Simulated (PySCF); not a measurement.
An equivalent PySCF input for Te²⁺ (tellurium, charge +2), [Kr] 4d10 5s2 5p2, high-spin 3P determinant, with a scalar-relativistic core potential:

```python
from pyscf import gto, scf, dft, mp, cc
import basis_set_exchange as bse
txt = bse.get_basis("def2-SVP", elements=["Te"], fmt="nwchem", header=False)
cut = txt.index("\nECP")
mol = gto.M(atom="Te 0 0 0", charge=2, spin=2, symmetry="D2h",
            basis=gto.basis.parse(txt[:cut]),
            ecp={"Te": gto.basis.parse_ecp(txt[cut:])})
mf = dft.UKS(mol, xc="M062X")
mf.irrep_nelec = {'Ag': (4, 4), 'B1g': (1, 1), 'B2g': (1, 1), 'B3g': (1, 1), 'B1u': (2, 1), 'B2u': (2, 1), 'B3u': (1, 1)}
mf.kernel()
```

It reaches the same state as the run whose output follows, with an energy that differs only through the grid. The run itself started from symmetry-adapted Hartree-Fock orbitals and held the occupation by maximum overlap, on a logarithmic radial grid, so the iterations belong to that start.

```
SCF conv_tol = 1e-09
number electrons alpha = 12  beta = 10
XC functionals = M062X
    Y. Zhao and D. G. Truhlar.,  Theor. Chem. Acc. 120, 215 (2008)
    Y. Zhao and D. G. Truhlar.,  Theor. Chem. Acc. 120, 215 (2008)
cycle= 1 E= -266.911639655516  delta_E= -0.00288  |g|= 0.00892  |ddm|= 0.161
cycle= 2 E= -266.911719507956  delta_E= -7.99e-05  |g|= 0.00177  |ddm|= 0.0345
cycle= 3 E= -266.911722757505  delta_E= -3.25e-06  |g|= 0.000257  |ddm|= 0.00818
cycle= 4 E= -266.91172278057  delta_E= -2.31e-08  |g|= 1.84e-05  |ddm|= 0.000592
cycle= 5 E= -266.911722780809  delta_E= -2.39e-10  |g|= 1.52e-06  |ddm|= 4.1e-05
converged SCF energy = -266.911722780809  <S^2> = 2.0045232  2S+1 = 3.003014
```

Energies and moments cover only the electrons outside the core potential.
